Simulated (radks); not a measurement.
Removal energies from the erbium ion Er5+, [Xe] 4f(5/2: 6, 7/2: 3), by Delta-SCF beside the eigenvalue of the level emptied. All-electron calculation, Dirac Kohn-Sham, relativistic LDA (MacDonald-Vosko exchange, VWN5 correlation), spin-unpolarised, spherical densities, finite nucleus; Fermi nuclear charge, rms radius of each element as measured or else 0.836 A^(1/3) + 0.57 fm. Program: a radial shooting solver on a logarithmic mesh with Libxc functionals. Sub-shells are occupied by j as written (lower j first in brackets).

removed from,final configuration,Delta-SCF (eV),-eigenvalue (eV)
4f7/2,"[Xe] 4f(5/2: 6, 7/2: 2)",91.351,79.011
4f5/2,"[Xe] 4f(5/2: 5, 7/2: 3)",92.735,80.319
5p3/2,"[Kr] 4d10 4f(5/2: 6, 7/2: 3) 5s2 5p(1/2: 2, 3/2: 3)",94.849,86.879
5p1/2,"[Kr] 4d10 4f(5/2: 6, 7/2: 3) 5s2 5p(1/2: 1, 3/2: 4)",102.27,93.928
